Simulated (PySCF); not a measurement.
Isomers of C5H6ClF.

All values: PBE0/pcSseg-1 (PySCF) at GFN2-xTB geometries, gas phase, one conformer each.

**Question.** Rank by HOMO–LUMO gap, lowest first.
A. `[F:1][CH2:2][C@H:3]1[CH2:4]/[C:5]1=[CH:6]/[Cl:7]` with F1–C2–C3–C4 86°
B. `F[C@@H]1C[C@@]12C[C@H]2Cl`
C. `[CH2:1]=[C:2]([Cl:3])/[CH:4]=[C:5](/[CH3:6])[F:7]` with C1–C2–C4–C5 180°
D. `[CH2:1]=[CH:2]/[C:3]([F:4])=[C:5](/[CH3:6])[Cl:7]` with C1–C2–C3–F4 0°
E. `[F:1][C:2]1=[C:3]([Cl:4])[CH2:5][CH2:6][CH2:7]1` with C2–C3–C5–C6 -12°, C3–C5–C6–C7 18°, C5–C6–C7–C2 -18°, F1–C2–C7–C6 -170°

**Answer.** D (5.50 eV), C (5.72 eV), A (7.11 eV), E (7.35 eV), B (8.55 eV).

**Question.** Rank by the highest IAO charge on any atom, highest value first.
A. `[CH2:1]=[C:2]([Cl:3])/[CH:4]=[C:5](/[CH3:6])[F:7]` with C1–C2–C4–C5 180°
B. `[CH3:1][CH:2]=[C:3]=[CH:4][C@@H:5]([F:6])[Cl:7]` with C3–C4–C5–F6 137°
C. `[F:1][CH2:2][C@H:3]1[CH2:4]/[C:5]1=[CH:6]/[Cl:7]` with F1–C2–C3–C4 86°
D. `[F:1][C:2]1=[C:3]([Cl:4])[CH2:5][CH2:6][CH2:7]1` with C2–C3–C5–C6 -12°, C3–C5–C6–C7 18°, C5–C6–C7–C2 -18°, F1–C2–C7–C6 -170°

**Answer.** A (+0.314 e), D (+0.270 e), B (+0.197 e), C (+0.176 e).

**Question.** Rank by HOMO energy, highest first.
A. `F[C@@H]1C[C@@]12C[C@H]2Cl`
B. `[F:1][C:2]1=[C:3]([Cl:4])[CH2:5][CH2:6][CH2:7]1` with C2–C3–C5–C6 -12°, C3–C5–C6–C7 18°, C5–C6–C7–C2 -18°, F1–C2–C7–C6 -170°
C. `[F:1][CH2:2][C@H:3]1[CH2:4]/[C:5]1=[CH:6]/[Cl:7]` with F1–C2–C3–C4 86°
D. `[CH2:1]=[C:2]([Cl:3])/[CH:4]=[C:5](/[CH3:6])[F:7]` with C1–C2–C4–C5 180°

**Answer.** D (-6.69 eV), B (-6.87 eV), C (-7.49 eV), A (-7.76 eV).

All values together:

```json
{"SMILES": "FC[C@H]1C/C1=C/Cl", "μ (D)": "1.60", "HOMO (eV)": "-7.49", "LUMO (eV)": "-0.38", "lowest IAO charge (e)": "-0.330 (F)", "highest IAO charge (e)": "+0.176 (H)", "lowest Hirshfeld charge (e)": "-0.129 (F)", "highest Hirshfeld charge (e)": "+0.060 (H)"}
{"SMILES": "C=C(Cl)/C=C(/C)F", "μ (D)": "3.02", "HOMO (eV)": "-6.69", "LUMO (eV)": "-0.97", "lowest IAO charge (e)": "-0.443 (C)", "highest IAO charge (e)": "+0.314 (C)", "lowest Hirshfeld charge (e)": "-0.118 (C)", "highest Hirshfeld charge (e)": "+0.103 (C)"}
{"SMILES": "FC1=C(Cl)CCC1", "μ (D)": "2.80", "HOMO (eV)": "-6.87", "LUMO (eV)": "0.47", "lowest IAO charge (e)": "-0.283 (C)", "highest IAO charge (e)": "+0.270 (C)", "lowest Hirshfeld charge (e)": "-0.081 (F)", "highest Hirshfeld charge (e)": "+0.073 (C)"}
{"SMILES": "C=C/C(F)=C(/C)Cl", "μ (D)": "0.14", "HOMO (eV)": "-6.69", "LUMO (eV)": "-1.19", "lowest IAO charge (e)": "-0.429 (C)", "highest IAO charge (e)": "+0.260 (C)", "lowest Hirshfeld charge (e)": "-0.125 (C)", "highest Hirshfeld charge (e)": "+0.067 (C)"}
{"SMILES": "F[C@@H]1C[C@@]12C[C@H]2Cl", "μ (D)": "3.25", "HOMO (eV)": "-7.76", "LUMO (eV)": "0.79", "lowest IAO charge (e)": "-0.312 (C)", "highest IAO charge (e)": "+0.171 (C/H)", "lowest Hirshfeld charge (e)": "-0.109 (F)", "highest Hirshfeld charge (e)": "+0.057 (H)"}
{"SMILES": "CC=C=C[C@@H](F)Cl", "μ (D)": "3.28", "HOMO (eV)": "-7.85", "LUMO (eV)": "-0.55", "lowest IAO charge (e)": "-0.417 (C)", "highest IAO charge (e)": "+0.197 (C)", "lowest Hirshfeld charge (e)": "-0.106 (C)", "highest Hirshfeld charge (e)": "+0.097 (C)"}
```

Conformers: `[F:1][CH2:2][C@H:3]1[CH2:4]/[C:5]1=[CH:6]/[Cl:7]` with F1–C2–C3–C4 86°; `[CH2:1]=[C:2]([Cl:3])/[CH:4]=[C:5](/[CH3:6])[F:7]` with C1–C2–C4–C5 180°; `[F:1][C:2]1=[C:3]([Cl:4])[CH2:5][CH2:6][CH2:7]1` with C2–C3–C5–C6 -12°, C3–C5–C6–C7 18°, C5–C6–C7–C2 -18°, F1–C2–C7–C6 -170°; `[CH2:1]=[CH:2]/[C:3]([F:4])=[C:5](/[CH3:6])[Cl:7]` with C1–C2–C3–F4 0°; `[CH3:1][CH:2]=[C:3]=[CH:4][C@@H:5]([F:6])[Cl:7]` with C3–C4–C5–F6 137°.
